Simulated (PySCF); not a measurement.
Ligands exchanged one at a time, Sn OCH3-H. Isolated molecules, 0 K electronic values unless said otherwise. One relaxed conformer stands for each flexible species; it need not be the lowest. Strings in code marks are SMILES.

Quantity: redistribution energy (mixed species minus the weighted end members), in kcal/mol.

Level 1: PBE-D3(BJ)/def2-TZVP // B3LYP-D3(BJ)/def2-SVP (PySCF)
Level 2: PBE/6-31G* (LANL2DZ on Sn) // B3LYP-D3(BJ)/def2-SVP (PySCF)
Level 3: frozen-core MP2/6-31G* (LANL2DZ on Sn) // B3LYP-D3(BJ)/def2-SVP (PySCF)
Level 4: HF/6-31G* (LANL2DZ on Sn) // B3LYP-D3(BJ)/def2-SVP (PySCF)

```tsv
species	level 1	level 2	level 3	level 4
3 of 4 OCH3 replaced by H: `C[O][SnH3]`	2.24	5.13	4.56	4.03
2 of 4 OCH3 replaced by H: `C[O][SnH2][O]C` (C–O–Sn–O torsion 60°, O–Sn–O–C torsion 60°)	0.42	4.01	3.44	3.18
1 of 4 OCH3 replaced by H: `C[O][SnH]([O]C)[O]C`	-0.63	1.89	1.06	1.22
```
